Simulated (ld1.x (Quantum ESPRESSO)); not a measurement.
Results of a calculation; reference values are marked as such.
## Hardness and transferability of assorted potentials

Generated with ld1.x 7.5 (TM, RRKJ, ultrasoft, PAW), atompaw 4.2 or ONCVPSP 4.0.1. The cutoff is in Ry: for ld1.x and atompaw files where the sum of valence levels is converged to 10 mRy in a Bessel basis, for ONCV files where the hardest occupied wave has 1 mHa per electron of residual kinetic energy. The error is the largest all-electron minus pseudo excitation energy over each file’s own four to seven test configurations (ionisations up to +4, promotions, holes and added fractions of an electron), all of which were solved. The labels leave out finer settings (local radius, basis sizes, second energies), which also bear on the numbers. Spin-polarised tests are not counted. The rows are a selection from randomly drawn settings: files with unsolved tests, undetermined cutoffs or missed reference levels are left out.

A true bound ghost makes a file unfit for plane-wave use even where its test errors are small: the radial tests pick states by their node count and pass the ghost by.

```tsv
element	potential	cutoff (Ry)	largest error (meV)	bound ghosts
Ne	PAW, revPBE, non-relativistic, rc 0.50/1.15/1.00 (spd), local smoothed, core correction yes, reference 2s2 2p6	160	+63	none
Si	TM, LDA (PZ), scalar-relativistic, rc 1.70/2.35 (sp), local p, core correction yes, reference 3s2 3p2	15	+42	none
S	TM, Wu–Cohen, scalar-relativistic, rc 1.10/1.70/1.85 (spd), local smoothed, core correction yes, reference 3s2 3p3.5	60	+180	none
Mn	RRKJ, PBE, scalar-relativistic, rc 2.55/3.05/0.90 (spd), local p, core correction yes, reference 3d5 4s1 4p1	180	-375	s
Ga	TM, PBE, scalar-relativistic, rc 1.30/1.70/1.70 (spd), local smoothed, core correction yes, reference 4s2 4p0.5	45	-188	d, s
Zr	TM, PBE, scalar-relativistic, rc 1.40/1.40/1.95 (spd), local smoothed, core correction yes, reference 4s2 4p6 4d2 5s0 5p0	80	+605	none
```

(1) Fill in the row for N: TM, revPBE, scalar-relativistic, rc 0.90/1.25 (sp), local s, core correction yes, reference 2s2 2p3.

(2) Fill in the row for C: PAW, BP86, non-relativistic, rc 1.00/2.35 (sp), local smoothed, core correction yes, reference 2s2 2p2.

## Answers

(1) cutoff 70 Ry, largest error +626 meV, bound ghosts: none.

(2) cutoff 30 Ry, largest error -14 meV, bound ghosts: none.
